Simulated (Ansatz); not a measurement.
```yaml
crystal:
  periodic: [false, false, false]
  atoms:
    - {symbol: Ga, position_ang: [0.675298, -1.218999, 0.554766]}
    - {symbol: Ga, position_ang: [-0.674667, 1.218531, -0.556562]}
    - {symbol: Se, position_ang: [1.612765, 0.943295, 0.109882]}
    - {symbol: Se, position_ang: [-1.699953, 3.068607, -1.394790]}
    - {symbol: Se, position_ang: [1.697646, -3.066371, 1.402526]}
    - {symbol: Se, position_ang: [-1.611089, -0.945043, -0.115822]}
basis:
  gaussian: {orbitals: def2-TZVPD, initial_orbitals: start.molden}
total_charge: -1
magnetization: {spin_polarized: true, initial_magnetization: 1}
hamiltonian: {xc: pbe0, dispersion: d4}
scf: {omitted_lower_state_checks: [starts]}
output: {orbitals: {seedname: orbitals}}
```

The file start.molden holds the orbitals of an earlier run on this structure, at another level or in another basis.

```sh
$ ansatz run in.yaml --threads 4 --pin off --events-out ev --progress --plain --max-ram 4787MiB
```

Question: Does this run fit into the memory that it is given?

Answer: No. It has 336 basis functions, and Ansatz plans for 6 GiB where 5 GiB are given.
